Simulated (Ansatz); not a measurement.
Reaction (cleavage of the Si–B bond): `C[SiH2]OB[SiH3]` + `C[SiH2]O` → `C[SiH2]O[SiH3]` + `BO[SiH2]C`

Program: Ansatz. Geometries: PBE0-D4/def2-TZVP. ΔE: electronic, gas phase. CCSD(T)/CBS is the MP2 limit (def2-TZVPP, def2-QZVPP) plus CCSD(T) − MP2 in def2-TZVPP, frozen cores. This one scheme is used for every species. DFT in def2-TZVPP. One conformer a species, not always the lowest.

`C[SiH2]OB[SiH3]`:

Cartesian coordinates in Å:
```
C 1.937 1.510 -0.330
Si 0.171 1.764 0.184
O -0.689 0.337 0.234
B -0.389 -0.949 -0.020
Si -1.797 -2.400 0.178
H 2.005 1.075 -1.330
H 2.467 0.855 0.365
H 2.451 2.475 -0.345
H -0.544 2.646 -0.773
H 0.088 2.346 1.547
H 0.734 -1.235 -0.370
H -3.127 -1.891 0.613
H -1.970 -3.115 -1.120
H -1.337 -3.416 1.170
```

`C[SiH2]O`:

```xyz
9

C    -0.072   -1.155   -0.193
Si    0.135    0.695   -0.281
O    -0.586    1.475    0.983
H     0.379   -1.628   -1.071
H    -1.129   -1.429   -0.164
H     0.414   -1.570    0.694
H    -0.528    1.237   -1.493
H     1.591    1.016   -0.330
H    -0.205    1.359    1.854
```

`C[SiH2]O[SiH3]`:

Z-matrix (Å, degrees):
```
C
Si 1 1.856
H 1 1.092 2 110.9
H 1 1.093 2 110.3 3 -119.8
H 1 1.092 2 110.9 3 120.4
O 2 1.640 1 109.0 3 -60.2
H 2 1.489 1 110.7 3 179.8
H 2 1.489 1 110.7 3 59.8
Si 6 1.632 2 145.8 1 179.9
H 9 1.483 6 108.3 2 -179.8
H 9 1.487 6 110.4 2 -60.0
H 9 1.487 6 110.4 2 60.4
```

`BO[SiH2]C`:

```xyz
11

B    -1.061    1.916    0.556
O    -0.985    0.595    0.318
Si   -0.055   -0.308   -0.724
C     0.962   -1.504    0.265
H    -0.361    2.683   -0.056
H    -1.837    2.297    1.388
H    -0.992   -1.022   -1.627
H     0.806    0.607   -1.522
H     1.551   -2.141   -0.400
H     1.651   -0.977    0.929
H     0.321   -2.146    0.874
```

```json
{"species": "`C[SiH2]OB[SiH3]`", "r2SCAN energy (Eh)": "-722.58684"}
{"species": "`C[SiH2]O`", "r2SCAN energy (Eh)": "-406.45334"}
{"species": "`C[SiH2]O[SiH3]`", "r2SCAN energy (Eh)": "-697.16804"}
{"species": "`BO[SiH2]C`", "r2SCAN energy (Eh)": "-431.91927"}
```

Work out ΔE.

ΔE = (-697.16804) + (-431.91927) − (-722.58684) − (-406.45334) = -0.04713 Eh = -123.7 kJ/mol. CCSD(T)/CBS gives -130.0 kJ/mol.

Largest T1 diagnostic among the species: 0.013.

Leaving LDA and LC-ωPBE aside and taking each functional with its dispersion term where it has one, the values, not all of them listed here, spread over 38.9 kJ/mol, from BHLYP-D4 to PBE-D4. In def2-TZVPP, CCSD(T) changes the Hartree–Fock value by +29.5 kJ/mol (the triples alone add +4.0 kJ/mol) and MP2 by +20.7 kJ/mol. From r2SCAN to r2SCAN0 (25 % exact exchange), in def2-TZVPP and without D4, ΔE moves by −4.7 kJ/mol.
